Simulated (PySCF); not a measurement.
**Removing an electron from (HAlPH)3 ring**

Compound: (HAlPH)3 ring, Al3H6P3.
Structure used (PBE0-D3(BJ)/def2-SVP), in Å, numbered top down from 1:
```
atom  x, y, z in Å
Al1   -0.7757    1.4716    1.1616
H2    -2.2209    1.8474    1.6966
P3     0.1551    2.4833   -0.7098
Al4   -0.2188    0.5569   -1.9484
H5    -1.3662    0.4569   -3.0387
P6     1.2801   -1.1385   -1.5374
Al7    0.5876   -1.6496    0.6000
H8     0.2596   -3.1533    0.9858
P9     0.6108   -0.0211    2.2311
H10    1.4267    1.9379   -0.3213
H11    0.6702   -2.2359   -2.2161
H12   -0.2929   -0.6384    3.1476
```

Level: CAM-B3LYP/def2-SVPD (PySCF). Frontier orbitals with their largest atomic shares (Löwdin; up to four atoms above 4 %):

| orbital | ε (eV) | main atoms |
| --- | --- | --- |
| HOMO−3 | -9.20 | P6 22 %, P9 22 %, Al7 17 %, H8 15 % |
| HOMO−2 | -9.03 | P3 32 %, P9 15 %, P6 14 %, Al1 12 % |
| HOMO−1 | -8.40 | P3 42 %, P9 15 %, P6 12 %, Al1 9 % |
| HOMO | -8.27 | ? |
| LUMO | -1.64 | Al1 22 %, Al4 22 %, P3 13 %, Al7 12 % |
| LUMO+1 | -0.25 | Al7 36 %, Al4 15 %, Al1 13 %, P9 9 % |
| LUMO+2 | 0.01 | Al7 27 %, Al4 14 %, Al1 14 %, P3 11 % |

Task: What vertical ionisation energy does ΔSCF give, and how far is −ε(HOMO) from it?

Result: ΔSCF: 8.81 eV (850 kJ/mol; threshold wavelength 141 nm); ⟨S²⟩ of the doublet left behind is 0.796, against 0.75 for a pure doublet. −ε(HOMO) is 8.27 eV, 0.54 eV below it. For the exact functional −ε(HOMO) would equal the first vertical ionisation energy; CAM-B3LYP (range-separated hybrid) falls short of its own ΔSCF value by 6 %. Holes in the HOMO−1 and HOMO−2 were tried too where these lie within 1.2 eV of the HOMO; the lowest converged state counts.

Task: On which atoms does the HOMO lie?

Result: P6 (phosphorus bonded to 2 Al and H) 36 %, P9 (phosphorus bonded to 2 Al and H) 32 %, Al7 (aluminium bonded to 2 P and H) 10 %, Al4 (aluminium bonded to 2 P and H) 6 %, so no atom holds as much as 40 %. The HOMO−1 lies 0.13 eV lower.

Task: And the vertical electron affinity, the fundamental gap, Mulliken's electronegativity and the hardness (with the factor ½)?

Result: EA = 1.14 eV by ΔSCF (−ε(LUMO) = 1.64 eV). IE − EA = 7.67 eV against an orbital gap of 6.63 eV; (IE + EA)/2 = 4.98 eV; (IE − EA)/2 = 3.84 eV.

Task: What total energies stand behind the ΔSCF value?

Result: E(N) = -1754.52550 Eh and E(N − 1) = -1754.20192 Eh at the same geometry, 0.32358 Eh apart. With one more electron, E(N + 1) = -1754.56750 Eh.

Task: With α = 167.5 au, estimate the like-pair dispersion coefficient by London's formula C6 = (3/4)α²I.

Result: I = 0.3236 Eh, so C6 ≈ 6810 au, a rough estimate.

Task: What kinetic energy would electrons from this vertical process carry with 118.2 nm light (10.49 eV)?

Result: 10.49 − 8.81 = 1.68 eV.

Task: Shift the occupied levels rigidly so that −ε(HOMO) equals the ΔSCF value. What binding energies result?

Result: The shift is +0.54 eV: HOMO 8.81, HOMO−1 8.94, HOMO−2 9.57, HOMO−3 9.74 eV. A rigid shift is only a rough guide to the deeper ionisations.

One conformer (not necessarily the lowest) at the PBE0-D3(BJ)/def2-SVP geometry, without solvent, vibrations or thermal averaging.

These values come from a run that also computed excited states and ΔSCF ions. Hardware: one thread, AMD EPYC (x86_64), no GPU, shared host with 64 logical CPUs at a one-minute load of 59. Cost: 7.6 min wall (with the writing of density and orbital grids), 1.2 GiB resident at most.
